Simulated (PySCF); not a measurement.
## BeAl at TPSS

Level: TPSS. Be 6-31G(d,p), Al 6-31G(d,p); no relativity (PySCF 2.14).

| Item | Value |
| --- | --- |
| state | ²Π (doublet), unpaired electrons π ↑ |
| bond length | 0.2406 nm |
| harmonic wavenumber | 407 cm⁻¹ |
| force constant | 0.659 mdyn/Å |
| rotational constant Be | 0.4310 cm⁻¹ |
| anharmonicity ωexe | 5.51 cm⁻¹ |
| vibration–rotation constant αe | 0.00650 cm⁻¹ |
| well depth De to Be + Al | 0.85 eV |
| dissociation energy D0 | 0.83 eV |
| bond order (Mayer) | 1.42 |
| dipole moment (positive dipole means Be(−)Al(+)) | -0.63 D |

The state is the lowest determinant that a PBE0 search found; another state may lie lower at other levels.
